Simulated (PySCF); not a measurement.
PySCF input (BP86/def2-SVP):

```python
from pyscf import gto, dft

mol = gto.M(
    atom='''
    Al   -0.00000000   -0.00000000   -1.70357200
    Br    0.00000000    0.00000000    0.63275500
    ''',
    basis='def2-svp',
    charge=0,
    spin=0,
    verbose=4,
)

mf = dft.RKS(mol, xc='bp86')
mf.grids.level = 3
mf.conv_tol = 1e-9
mf.max_cycle = 100
mf.max_memory = 1500
mf.kernel()
if not mf.converged:
    mf = mf.newton()
    mf.kernel(mf.make_rdm1())
mf.dip_moment()
```

Output:

```
PySCF version 2.14.0

[INPUT] verbose = 4
[INPUT] num. atoms = 2
[INPUT] num. electrons = 48
[INPUT] charge = 0
[INPUT] spin (= nelec alpha-beta = 2S) = 0
[INPUT] symmetry False subgroup None
[INPUT] Mole.unit = angstrom
[INPUT] Symbol           X                Y                Z      unit          X                Y                Z       unit  Magmom
[INPUT]  1 Al     0.000000000000   0.000000000000  -1.703572000000 AA    0.000000000000   0.000000000000  -3.219284513478 Bohr   0.0
[INPUT]  2 Br     0.000000000000   0.000000000000   0.632755000000 AA    0.000000000000   0.000000000000   1.195733653949 Bohr   0.0

nuclear repulsion = 103.057333570429
number of shells = 20
number of NR pGTOs = 110
number of NR cGTOs = 50
basis = def2-svp
ecp = {}

******** <class 'pyscf.dft.rks.RKS'> ********
method = RKS
initial guess = minao
damping factor = 0
level_shift factor = 0
DIIS = <class 'pyscf.scf.diis.CDIIS'>
diis_start_cycle = 1
diis_space = 8
diis_damp = 0
SCF conv_tol = 1e-09
SCF conv_tol_grad = None
SCF max_cycles = 100
direct_scf = True
direct_scf_tol = 1e-13
XC library pyscf.dft.libxc version 7.1.2
    S. Lehtola, C. Steigemann, M. J. T. Oliveira, and M. A. L. Marques,  SoftwareX 7, 1–5 (2018)
XC functionals = bp86
    A. D. Becke,  Phys. Rev. A 38, 3098 (1988)
    J. P. Perdew,  Phys. Rev. B 33, 8822 (1986)
    J. P. Perdew,  Phys. Rev. B 34, 7406–7406 (1986)
radial grids:
    Treutler-Ahlrichs [JCP 102, 346 (1995); DOI:10.1063/1.469408] (M4) radial grids

becke partition: Becke, JCP 88, 2547 (1988); DOI:10.1063/1.454033
pruning grids: <function nwchem_prune>
grids dens level: 3
symmetrized grids: False
atomic radii adjust function: <function treutler_atomic_radii_adjust>
small_rho_cutoff = 0
Set gradient conv threshold to 3.16228e-05
Initial guess from minao.
tot grids = 39608
init E= -2815.4725950578
  HOMO = -0.223825468946701  LUMO = -0.0876021225426451  gap/eV = 3.70683
cycle= 1 E= -2816.51619043317  delta_E= -1.04  |g|= 0.23  |ddm|= 1.21
  HOMO = -0.217378316801331  LUMO = -0.105182171449043  gap/eV = 3.05301
cycle= 2 E= -2816.41143187225  delta_E= 0.105  |g|= 0.552  |ddm|= 1.19
  HOMO = -0.222648413503666  LUMO = -0.0927859868303694  gap/eV = 3.53374
cycle= 3 E= -2816.53771249995  delta_E= -0.126  |g|= 0.0622  |ddm|= 0.804
  HOMO = -0.223381644501854  LUMO = -0.0931567034972963  gap/eV = 3.54360
cycle= 4 E= -2816.53800183673  delta_E= -0.000289  |g|= 0.00793  |ddm|= 0.0255
  HOMO = -0.223502915587487  LUMO = -0.0930735993576617  gap/eV = 3.54916
cycle= 5 E= -2816.53800814033  delta_E= -6.3e-06  |g|= 0.00189  |ddm|= 0.0132
  HOMO = -0.223415265336321  LUMO = -0.0930204194759091  gap/eV = 3.54822
cycle= 6 E= -2816.53801015652  delta_E= -2.02e-06  |g|= 0.000487  |ddm|= 0.00464
  HOMO = -0.223370235199267  LUMO = -0.0929669398391034  gap/eV = 3.54845
cycle= 7 E= -2816.53801025232  delta_E= -9.58e-08  |g|= 7.37e-05  |ddm|= 0.00078
  HOMO = -0.223379242543825  LUMO = -0.0929710590564511  gap/eV = 3.54859
cycle= 8 E= -2816.53801025458  delta_E= -2.26e-09  |g|= 7.52e-06  |ddm|= 0.000175
  HOMO = -0.223379563371195  LUMO = -0.0929714972604934  gap/eV = 3.54858
cycle= 9 E= -2816.53801025462  delta_E= -3.64e-11  |g|= 8.69e-07  |ddm|= 2.27e-05
  HOMO = -0.223379475819733  LUMO = -0.0929714680296352  gap/eV = 3.54858
Extra cycle  E= -2816.53801025461  delta_E= 5.46e-12  |g|= 1.73e-06  |ddm|= 4.04e-06
converged SCF energy = -2816.53801025461
Dipole moment(X, Y, Z, Debye):  0.00000, -0.00000, -1.43140
```

The geometry given is a B3LYP-D3(BJ)/def2-TZVP minimum.
